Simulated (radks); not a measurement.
Task: Coherent X-ray form factor from a spherical all-electron density. Method: Dirac Kohn-Sham, PBE, spin-unpolarised, spherical densities, point nucleus; computed with a radial shooting solver on a logarithmic mesh with Libxc functionals.

| sin(theta)/lambda (1/angstrom) | f0 (electrons) |
|---|---|
| 0.05 | 64.043 |
| 0.1 | 61.610 |
| 0.15 | 58.446 |
| 0.2 | 55.003 |
| 0.25 | 51.510 |
| 0.3 | 48.128 |
| 0.4 | 42.075 |
| 0.5 | 37.076 |
| 0.6 | 32.923 |
| 0.8 | 26.396 |
| 1 | 21.764 |
| 1.25 | 18.048 |
| 1.5 | 15.680 |
| 2 | 12.136 |

The species is in the configuration that NIST lists as its ground one. Which atom or ion scatters so?

Result: The dysprosium ion Dy+, [Xe] 4f10 6s1. Extrapolating in s^2 from the first two rows gives f0(0) = 64.9, near the electron count 65; among species with that count, the fall with angle is slower the higher Z, and the table is that of Z = 66; from so few rows the species is fixed only to a neighbour or two.
